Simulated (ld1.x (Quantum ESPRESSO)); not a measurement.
Which change was made? (Zr, TM)

* Element: Zr (Z = 40)
* Generator: ld1.x (Quantum ESPRESSO) 7.5
* Type: norm-conserving Troullier–Martins (Kleinman–Bylander form)
* Functional: PBE
* Relativity: fully relativistic
* Frozen core: [Kr]
* Valence charge: 4
* Reference configuration: 4d1 5s0 5p0 (charge +3)
* Partial waves: 5p (bound, empty): rc 2.55 bohr; 4d (bound): rc 1.70 bohr; 5s (bound, empty): rc 2.25 bohr
* Local potential: the s channel
* Core correction: Bessel-smoothed model core, default radius (core density twice the valence density)

Open shells are filled in proportion to 2j + 1 (rel_dist='average').

Cutoffs, loose and tight: the cutoffs (Ry, on a coarse ladder) from which the occupation-weighted sum of valence levels, in a spherical-Bessel basis at the reference potential, stays within 10 and 1 mRy of its value at 400 Ry. They do not see the model core or the augmentation charge, which bear on the density cutoff. Test errors are all-electron minus pseudo excitation energies from the reference, over the configurations 4d2 5s2 5p0; 4d2 5s1 5p0; 4d2 5s0 5p0; 4d1 5s2 5p1; 4d2 5s0 5p2; 4d2 5s0 5p1; 4d2.5 5s1.5 5p0; variants that change the core or the reference have their own tests. The largest error is taken over the tests solved by every variant that gives reliable tests at all, those not shown here included: 4d1 5s2 5p1; 4d2 5s0 5p0; 4d2 5s0 5p1; 4d2 5s0 5p2; 4d2 5s1 5p0; 4d2 5s2 5p0.

The base gives: outcome: generated; cutoff, loose: 30 Ry; cutoff, tight: 40 Ry; bound ghosts: p1/2, p3/2; largest test error (meV): -237.

Problem. After one change the result is: outcome: generated; cutoff, loose: 30 Ry; cutoff, tight: 40 Ry; bound ghosts: none; largest test error (meV): -237. Which change was it?
A. scalar-relativistic
B. wave 4d (bound): rc 1.70 bohr becomes 4d (bound): rc 2.48 bohr
C. wave 5p (bound): rc 2.55 bohr becomes 5p (bound): rc 2.82 bohr
D. wave 5p (bound): rc 2.55 bohr becomes 5p (bound): rc 2.34 bohr

Solution. C. The others give: wave 4d (bound): rc 1.70 bohr becomes 4d (bound): rc 2.48 bohr → outcome: generated; cutoff, loose: 25 Ry; cutoff, tight: 30 Ry; bound ghosts: p1/2, p3/2; largest test error (meV): -222 | wave 5p (bound): rc 2.55 bohr becomes 5p (bound): rc 2.34 bohr → outcome: generated; cutoff, loose: 30 Ry; cutoff, tight: 40 Ry; bound ghosts: p3/2, p1/2; largest test error (meV): -248 | scalar-relativistic → outcome: generated; cutoff, loose: 30 Ry; cutoff, tight: 40 Ry; bound ghosts: p; largest test error (meV): -238.
